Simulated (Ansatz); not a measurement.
Z-matrix (Å, degrees):
```
Zr
O 1 1.912
O 1 1.912 2 110.0
O 1 1.912 2 110.0 3 121.3
Cl 1 2.381 2 109.0 3 -119.4
H 2 0.952 1 165.3 3 -122.7
H 3 0.952 1 165.4 2 -1.8
H 4 0.952 1 165.4 2 -123.0
```

The species carries charge 0 and has multiplicity 1. Zr takes the def2 core potential.

Question: List the ωB97M-V/def2-TZVPP orbital energies in eV (Ansatz 0.2.0). (An estimate is asked.)

Answer: The calculation gave: Occupied: -2770.88, -526.01, -526.01, -526.01, -261.29, -198.71, -198.67, -198.67, -62.15, -38.78, -38.78, -38.44, -29.91, -29.56, -29.56, -24.25, -16.80, -16.62, -16.62, -12.86, -12.86, -12.49, -12.09, -12.09, -11.70, -11.60, -10.86, -10.86. Lowest empty: 0.59, 1.34, 1.34, 1.73, 2.02, 2.02, 2.41, 2.63.
